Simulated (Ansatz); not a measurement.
Species: F3In, SMILES `[F][In]([F])[F]` (charge 0, multiplicity 1).

Problem. Give a relaxed geometry from CAM-B3LYP-D3(BJ)/def2-SVP (Ansatz, an electronic-structure program).

Solution. the end point of this relaxation (outside a Z-matrix the atoms follow the SMILES, hydrogens last).
Z-matrix (Å, degrees):
```
In
F 1 1.9282
F 1 1.9282 2 120.02
F 1 1.9282 2 120.02 3 180.00
```
